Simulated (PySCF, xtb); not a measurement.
MoF₆, SMILES [F][Mo]([F])([F])([F])([F])[F], multiplicity 1.

xtb 6.7.1 with GFN2-xTB at its own geometry gives an orbital gap of 5.74 eV and a dipole moment of 0.00 D.

Geometry: B3LYP-D3(BJ)/def2-SVP. The spin state was assumed, not searched. The isomer is the one that the SMILES or the coordinates give; other isomers of the formula were not compared. The def2 effective core potentials stand for the cores of Mo; spin–orbit coupling is left out.

Question: What does PBE/def2-TZVP (PySCF) give? (Estimate from the structure and the level; the computed values follow.)

Answer: gap 4.48 eV (levels -10.67 and -6.19 eV), dipole 0.00 D.
